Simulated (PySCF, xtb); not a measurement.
WBr4, SMILES [Br][W]([Br])([Br])[Br] (connectivity only; charge and spin as stated), neutral, multiplicity 3.

Harmonic wavenumbers (cm⁻¹) from GFN2-xTB run with xtb at its own minimum, in rising order: 47, 48, 51, 51, 51, 215, 257, 257, 257.

Problem. What does PBE-D3(BJ)/def2-SVP run with PySCF give at its own minimum? (An estimate is asked for; the answer gives what the named calculation found.)

Solution. 48, 48, 57, 57, 57, 238, 276, 276, 276. Paired by order, the mean absolute difference is 11 cm⁻¹ and the zero-point energies are 1.8 and 1.9 kcal/mol.
